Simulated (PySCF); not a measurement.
A calculated (LDA, PySCF 2.14, aug-cc-pCVTZ-DK, scalar relativity by spin-free X2C-1e) atom or ion has these occupied shells.

```json
{"shell": "1s", "electrons": "2", "orbital energy (eV)": "-130.79", "rms radius, mean of both spins (bohr)": "0.490"}
```

**Question.** Name the element and its charge.

**Answer.** Be(2+) (beryllium, charge +2), in 1s2, closed-shell 1S.
